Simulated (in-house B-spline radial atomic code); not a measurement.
# Two electrons outside the [Ne] 3s2 core: neutral silicon

Computed with a B-spline radial code for spherical atoms: configuration interaction (CI) of the two valence electrons in the field of the frozen Dirac-Fock core, alone and with many-body perturbation theory for the core (screened one- and two-electron correlation potentials), Breit and QED terms; no-pair Dirac Hamiltonian, finite nucleus. Labels give the configuration (outer n counted up each series) and the leading LS term, or the jj pair where no LS term holds 70 %.

The outer s² shell of this core is soft: its mixing with p² is only treated to second order, so levels can be several per cent off.

Command:
```bash
python run_mb.py task.json out
```
Settings (nuclear radius in fm, box in bohr, cutoff in hartree):
```
basis_form          3
Z                   14
core_configuration  [Ne] 3s2
rms_radius          3.1224
mass_number         28
speed_of_light      137.036
box_radius          45.0
lmax                6
intervals           69
virtual_cutoff      392.0
```

Cost of the run: 2.6 min on 1 thread of Arm Neoverse N1, on a shared host.

Excitation energies (cm⁻¹):

```
  level  purity of the LS term  CI alone  CI + MBPT + Breit + QED  Landé g of the LS mixture  measured (NIST)
3p2 3P0                    1.0         0                        0                          -                0
3p2 3P1                    1.0        77                       77                       1.50               77
3p2 3P2                    1.0         ?                        ?                          ?                ?
3p2 1D2                    1.0      6624                     5703                       1.00             6299
3p2 1S0                    1.0         ?                        ?                          ?                ?
```

Q: Where does 3p2 3P2 lie?

A: 223 cm⁻¹ in CI alone and 223 cm⁻¹ with all corrections; g = 1.50; measured 223 cm⁻¹.

Q: Where does 3p2 1S0 lie?

A: 13676 cm⁻¹ in CI alone and 16249 cm⁻¹ with all corrections; measured 15394 cm⁻¹.

Q: What is the first ionisation energy?

A: 8.1215 eV to the 3p1/2 state of the next ion (7.3606 eV from CI alone). NIST lists 8.15168 ± 3e-05 eV (measured).
